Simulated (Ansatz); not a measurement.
Reaction (redistribution): `C[SiH2]SP` + `[CH3][AlH][CH3]` → `[CH3][AlH][SiH2]C` + `CSP`

Program: Ansatz. Geometries: PBE0-D4/def2-TZVP. ΔE: electronic, gas phase. CCSD(T)/CBS adds triple-zeta CCSD(T) − MP2 to the extrapolated MP2 energy (def2 sets, frozen cores). DFT in def2-TZVPP. B3LYP here is the variant with VWN-RPA as its local correlation; programs differ in this. HSE06 is defined as in plane-wave codes. Each species was taken in one conformer, which may not be the lowest.

| level | ΔE (kJ/mol) | difference from CCSD(T)/CBS |
| --- | --- | --- |
| LDA (SPW92) | 107.4 | -10.4 |
| revPBE-D4 | 103.9 | -13.9 |
| BLYP-D4 | 111.1 | -6.7 |
| r2SCAN-D4 | 116.8 | -1.0 |
| B97M-V | 119.7 | 1.9 |
| PBE0-D4 | 108.4 | -9.4 |
| r2SCANh-D4 | 117.5 | -0.3 |
| r2SCAN0-D4 | 118.4 | 0.6 |
| HSE06-D4 | 108.3 | -9.5 |
| BHLYP-D4 | 119.2 | 1.4 |
| CAM-B3LYP-D4 | 116.9 | -0.9 |
| ωB97X-V | 112.6 | -5.2 |
| ωB97M-V | 123.7 | 5.9 |
| B2PLYP | 116.6 | -1.2 |
| PBE | 101.3 | -16.5 |
| revPBE | 98.3 | -19.5 |
| BLYP | 105.5 | -12.3 |
| r2SCAN | 116.3 | -1.5 |
| PBE0 | 106.3 | -11.5 |
| B3LYP | 110.0 | -7.8 |
| r2SCANh | 117.0 | -0.8 |
| HSE06 | 106.3 | -11.5 |
| CAM-B3LYP | 114.7 | -3.1 |
| LC-ωPBE | 113.0 | -4.8 |
| RPA@PBE/def2-TZVPP | 107.2 | -10.6 |
| HF/def2-SVP | 111.8 | -6.0 |
| MP2/def2-SVP | 117.6 | -0.2 |
| CCSD/def2-SVP | 106.8 | -11.0 |
| CCSD(T)/def2-SVP | 106.2 | -11.6 |
| HF/def2-TZVPP | 114.7 | -3.1 |
| MP2/def2-TZVPP | 126.8 | 9.0 |
| SCS-MP2/def2-TZVPP | 120.5 | 2.7 |
| CCSD/def2-TZVPP | 114.2 | -3.6 |
| CCSD(T)/def2-TZVPP | 114.5 | -3.3 |
| HF/def2-QZVPP | 115.3 | -2.5 |
| MP2/def2-QZVPP | 128.9 | 11.1 |
| SCS-MP2/def2-QZVPP | 122.6 | 4.8 |
| HF/CBS(def2) | 115.4 | -2.4 |
| MP2/CBS(def2) | 130.1 | 12.3 |
| CCSD/CBS(def2) | 117.5 | -0.3 |
| CCSD(T)/CBS | 117.8 | 0 |

Largest T1 diagnostic among the species: 0.012.

Leaving LDA and LC-ωPBE aside and taking each functional with its dispersion term where it has one, the values, not all of them listed here, spread over 19.9 kJ/mol, from PBE-D4 to ωB97M-V. LDA lies +6.1 kJ/mol from PBE without D4. From BLYP to BHLYP (50 % exact exchange), in def2-TZVPP and without D4, ΔE moves by +9.9 kJ/mol.
